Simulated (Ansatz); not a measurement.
## Ligand exchange: HBr + C2H6OSi → H2O + C2H5BrSi

Species: HBr (hydrogen bromide), singlet; C2H6OSi `C=C[SiH2]O`, singlet; H2O `O`, singlet; C2H5BrSi `C=C[SiH2]Br`, singlet. The partners trade Br for OH: H–Br and Si–OH bonds give way to H–OH and Si–Br.

Shapes, held fixed at every level: PBE0-D4/def2-TZVP. Flexible molecules stand in one conformer, not always the lowest. Programs: Ansatz 0.2.0. The zero-point and thermal change to 298 K, harmonic and unscaled (PBE0-D4/def2-TZVP), is +7.8 kJ/mol.

```
             level                    kind  ΔH(298 K) (kJ/mol)  less CCSD(T)/def2-TZVPP
  SPW92/def2-TZVPP                     LDA                +3.1                     -0.5
PBE0-D4/def2-TZVPP           global hybrid                -6.1                     -9.7
wB97X-V/def2-TZVPP  range-separated hybrid                +2.4                     -1.2
    MP2/def2-TZVPP     perturbation theory                -1.8                     -5.4
  CCSD(T)/def2-SVP   coupled cluster or CI                +7.1                     +3.5
     CCSD/def2-SVP   coupled cluster or CI                +7.4                     +3.8
CCSD(T)/def2-TZVPP   coupled cluster or CI                +3.6                      0.0
```

The highest level, CCSD(T)/def2-TZVPP, gives ΔH(298 K) = +3.6 kJ/mol; the levels span -6.1 to +7.4. That is about zero within the method's error. They disagree on the sign: 5 of 7 are positive. The column of differences is taken from that level and isn't an error. No measured value is set beside it here. Relativity is left out for Br unless named. Correlated rows may include outer-core shells of Br, which these sets cover unevenly.
